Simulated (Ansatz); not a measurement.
`[F][GeH]([F])[Cl]`, relaxed with RKS PBE-D4/def2-SVP in Ansatz 0.2.0 from a rough embedded geometry. The force threshold is 0.03 eV/Å; the program also tests the step.

Charge 0, multiplicity 1.

Start:

```xyz
5

F    -1.212   -0.951   -0.900
Ge   -0.019    0.083   -0.066
F    -0.803    1.349    0.909
Cl    1.148   -1.205    1.188
H     0.886    0.723   -1.131
```

| step | energy (eV) | largest force (eV/Å) | largest move (Å) |
| --- | --- | --- | --- |
| 1 | -74459.7303 | 1.220 | 0.000 |
| 2 | -74459.8110 | 0.606 | 0.091 |
| 3 | -74459.8264 | 0.152 | 0.036 |
| 4 | -74459.8292 | 0.139 | 0.019 |
| 5 | -74459.8298 | 0.030 | 0.010 |

End:

```xyz
5

F    -1.225   -0.881   -0.841
Ge    0.023    0.070   -0.094
F    -0.811    1.254    0.869
Cl    1.129   -1.202    1.229
H     0.884    0.759   -1.163
```

It took 7 s on 2 threads of a server CPU on a shared host, with 0.12 GiB of host memory at the peak.
